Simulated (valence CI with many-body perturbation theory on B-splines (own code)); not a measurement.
## Ta68+: electric-dipole lines

Computed by configuration interaction combined with many-body perturbation theory (CI+MBPT): three valence electrons over a frozen Dirac-Fock core [He], a basis of 11 s, 11 p, 9 d, 7 f, 5 g, 2 h, 1 i functions for each j, with the one-electron correlation potential Σ1, the two-electron term Σ2, the three-electron term Σ3, Breit, model QED; selected CI, second order for the rest (own B-spline code, finite nucleus).

No measured spectrum was set against this ion. As an estimate, large intervals hold to a few tenths of a per cent, small ones and those within an open d or f shell to about a per cent.

Lines 101 to 150 of 285 in falling wavelength, among levels below 12839 eV, chosen from the strongest by gf and those to the six lowest levels. Wavelengths and rates use the calculated energies. Electric multipoles are in the length gauge, E1 and E2 with the static RPA response of the core. Weak lines are less certain than strong ones. Lines between different terms over intervals too small for the method are left out, as are lines whose strength nearly cancels. The highest levels of a list are the least certain.

Levels are named by their leading jj configuration (3d3/2^4 stands for four electrons in 3d with j = 3/2), which in mixed levels can hold well under half, so a name can repeat and another be missing. Letters in brackets count levels of one name in rising energy.

| λ vac (Å) | Upper | Lower | A (s⁻¹) | S (a.u.) |
| --- | --- | --- | --- | --- |
| 7.458 | (2p1/2 2p3/2 3s) J=3/2 [a] | (2s 2p1/2 3s) J=1/2 [a] | 5.95e+12 | 4.87e-03 |
| 7.454 | (2s 2p3/2 3p3/2) J=1/2 [b] | (2s^2 3p3/2) J=3/2 | 9.68e+12 | 3.96e-03 |
| 7.411 | (2s 2p1/2 2p3/2) J=1/2 | (2s^2 2p1/2) J=1/2 | 1.12e+13 | 4.49e-03 |
| 7.404 | (2p1/2 2p3/2^2) J=3/2 | (2s 2p1/2 2p3/2) J=5/2 | 8.78e+11 | 7.03e-04 |
| 7.402 | (2s 2p1/2 2p3/2) J=3/2 [b] | (2s^2 2p1/2) J=1/2 | 1.02e+13 | 8.15e-03 |
| 7.377 | (2p1/2 2p3/2^2) J=1/2 | (2s 2p1/2 2p3/2) J=3/2 [b] | 1.14e+13 | 4.54e-03 |
| 7.368 | (2p1/2 2p3/2^2) J=1/2 | (2s 2p1/2 2p3/2) J=1/2 | 5.34e+12 | 2.11e-03 |
| 7.357 | (2p1/2^2 2p3/2) J=3/2 | (2s 2p1/2^2) J=1/2 | 7.60e+12 | 5.97e-03 |
| 7.351 | (2s 2p3/2^2) J=1/2 | (2s^2 2p3/2) J=3/2 | 8.79e+12 | 3.45e-03 |
| 7.348 | (2s 2p3/2^2) J=3/2 | (2s^2 2p3/2) J=3/2 | 1.63e+13 | 1.27e-02 |
| 7.305 | (2p1/2 2p3/2^2) J=5/2 | (2s 2p1/2 2p3/2) J=5/2 | 7.40e+12 | 8.55e-03 |
| 7.229 | (2p1/2 2p3/2^2) J=3/2 | (2s 2p1/2 2p3/2) J=3/2 [a] | 8.04e+12 | 5.99e-03 |
| 7.135 | (2p1/2 2p3/2^2) J=5/2 | (2s 2p1/2 2p3/2) J=3/2 [a] | 1.60e+11 | 1.72e-04 |
| 6.909 | (2p1/2 2p3/2^2) J=1/2 | (2s 2p1/2 2p3/2) J=3/2 [a] | 1.48e+11 | 4.82e-05 |
| 1.409 | (2s 2p1/2 3s) J=1/2 [a] | (2s 2p1/2 2p3/2) J=1/2 | 8.81e+12 | 2.43e-05 |
| 1.405 | (2s^2 3p1/2) J=1/2 | (2s 2p1/2 2p3/2) J=3/2 [a] | 1.90e+12 | 5.20e-06 |
| 1.404 | (2s 2p1/2 3s) J=3/2 | (2s 2p1/2 2p3/2) J=1/2 | 5.43e+12 | 2.97e-05 |
| 1.400 | (2p1/2 2p3/2 3s) J=5/2 | (2p1/2 2p3/2^2) J=5/2 | 1.02e+14 | 8.33e-04 |
| 1.400 | (2s 2p1/2 3s) J=1/2 [b] | (2s 2p1/2 2p3/2) J=1/2 | 8.06e+13 | 2.18e-04 |
| 1.399 | (2p1/2 2p3/2 3s) J=3/2 [b] | (2p1/2 2p3/2^2) J=5/2 | 1.49e+14 | 8.07e-04 |
| 1.393 | (2s 2p3/2 3s) J=5/2 | (2s 2p3/2^2) J=5/2 | 1.05e+14 | 8.44e-04 |
| 1.393 | (2s 2p1/2 3s) J=3/2 | (2s 2p1/2 2p3/2) J=5/2 | 1.67e+14 | 8.89e-04 |
| 1.391 | (2s 2p1/2 3s) J=1/2 [a] | (2s 2p1/2 2p3/2) J=3/2 [a] | 1.91e+14 | 5.09e-04 |
| 1.390 | (2s^2 3s) J=1/2 | (2s^2 2p3/2) J=3/2 | 2.15e+14 | 5.69e-04 |
| 1.389 | (2s 2p3/2 3s) J=3/2 [a] | (2s 2p3/2^2) J=5/2 | 1.63e+14 | 8.63e-04 |
| 1.387 | (2s 2p1/2 3s) J=3/2 | (2s 2p1/2 2p3/2) J=3/2 [a] | 1.35e+13 | 7.13e-05 |
| 1.382 | (2s 2p1/2 3s) J=1/2 [b] | (2s 2p1/2 2p3/2) J=3/2 [a] | 3.34e+12 | 8.72e-06 |
| 1.360 | (2s^2 3p3/2) J=3/2 | (2s 2p1/2 2p3/2) J=1/2 | 5.06e+11 | 2.51e-06 |
| 1.341 | (2s 2p1/2 3p1/2) J=1/2 [b] | (2s^2 2p3/2) J=3/2 | 1.76e+12 | 4.19e-06 |
| 1.328 | (2s 2p1/2 3d3/2) J=3/2 [a] | (2s 2p1/2 2p3/2) J=1/2 | 9.11e+12 | 4.21e-05 |
| 1.323 | (2p1/2 2p3/2 3d3/2) J=5/2 [a] | (2p1/2 2p3/2^2) J=5/2 | 1.10e+14 | 7.52e-04 |
| 1.322 | (2p1/2^2 3d3/2) J=3/2 | (2p1/2^2 2p3/2) J=3/2 | 2.52e+14 | 1.15e-03 |
| 1.321 | (2s 2p1/2 3d3/2) J=3/2 [b] | (2s 2p1/2 2p3/2) J=1/2 | 2.26e+13 | 1.03e-04 |
| 1.320 | (2s 2p1/2 3d3/2) J=1/2 | (2s 2p1/2 2p3/2) J=1/2 | 1.29e+14 | 2.94e-04 |
| 1.320 | (2p1/2 2p3/2 3d3/2) J=3/2 [a] | (2p1/2 2p3/2^2) J=3/2 | 1.42e+14 | 6.44e-04 |
| 1.318 | (2p1/2 2p3/2 3d3/2) J=3/2 [b] | (2p1/2 2p3/2^2) J=5/2 | 2.02e+14 | 9.13e-04 |
| 1.318 | (2s 2p1/2 3d3/2) J=3/2 [a] | (2s 2p1/2 2p3/2) J=5/2 | 6.61e+12 | 2.98e-05 |
| 1.313 | (2s 2p1/2 3d3/2) J=5/2 | (2s 2p1/2 2p3/2) J=5/2 | 2.47e+14 | 1.66e-03 |
| 1.312 | (2s 2p1/2 3d3/2) J=3/2 [a] | (2s 2p1/2 2p3/2) J=3/2 [a] | 1.24e+14 | 5.54e-04 |
| 1.312 | (2s 2p3/2 3d3/2) J=5/2 [a] | (2s 2p3/2^2) J=5/2 | 1.32e+14 | 8.82e-04 |
| 1.311 | (2s 2p1/2 3d5/2) J=5/2 [a] | (2s 2p1/2 2p3/2) J=3/2 [b] | 1.50e+14 | 9.98e-04 |
| 1.311 | (2s 2p3/2 3d3/2) J=3/2 [a] | (2s 2p3/2^2) J=5/2 | 2.37e+14 | 1.05e-03 |
| 1.311 | (2s 2p3/2 3d5/2) J=5/2 [a] | (2s 2p3/2^2) J=3/2 | 1.81e+14 | 1.21e-03 |
| 1.311 | (2s 2p1/2 3d3/2) J=3/2 [b] | (2s 2p1/2 2p3/2) J=5/2 | 5.75e+13 | 2.56e-04 |
| 1.309 | (2p1/2 2p3/2 3d5/2) J=3/2 [b] | (2p1/2 2p3/2^2) J=1/2 | 1.39e+15 | 6.14e-03 |
| 1.309 | (2s^2 3d3/2) J=3/2 | (2s^2 2p3/2) J=3/2 | 2.62e+14 | 1.16e-03 |
| 1.308 | (2p1/2 2p3/2 3d5/2) J=1/2 | (2p1/2 2p3/2^2) J=1/2 | 1.54e+15 | 3.39e-03 |
| 1.308 | (2s 2p3/2 3d5/2) J=3/2 [a] | (2s 2p3/2^2) J=3/2 | 6.82e+14 | 3.02e-03 |
| 1.308 | (2s 2p3/2 3d5/2) J=3/2 [a] | (2s 2p3/2^2) J=1/2 | 5.69e+14 | 2.52e-03 |
| 1.308 | (2s 2p1/2 3d3/2) J=5/2 | (2s 2p1/2 2p3/2) J=3/2 [a] | 2.21e+13 | 1.47e-04 |
